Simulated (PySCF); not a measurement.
Computed with PBE-D3(BJ)/def2-TZVP // B3LYP-D3(BJ)/def2-SVP (PySCF). Gas-phase values, no solvent. One relaxed conformer stands for a flexible species; it need not be the lowest. Excitations are Tamm–Dancoff values on a coarser integration grid. The basis has no diffuse functions, so Rydberg states are missing or too high.

Reference species (SMILES): `C=Cc1ccccc1OC` (C–C–C–C torsion 10°, C–C–O–C torsion -179°) (neutral, multiplicity 1).

```json
{
 "HOMO": "-5.19 eV",
 "brightest of the four lowest singlets (TDA)": "4.90 eV",
 "HOMO–LUMO gap": "3.31 eV"
}
```

Changed species: `c1(OC)cccc(c1)C=C` (C–C–C–C torsion 0°, C–C–O–C torsion 0°).

**Question.** Give the shifts of the HOMO, brightest of the four lowest singlets (TDA) and HOMO–LUMO gap.

**Answer.** the HOMO falls by 0.14 eV, to -5.33 eV; the brightest of the four lowest singlets (TDA) rises by 0.62 eV, to 5.52 eV; the HOMO–LUMO gap increases by 0.17 eV, to 3.48 eV.
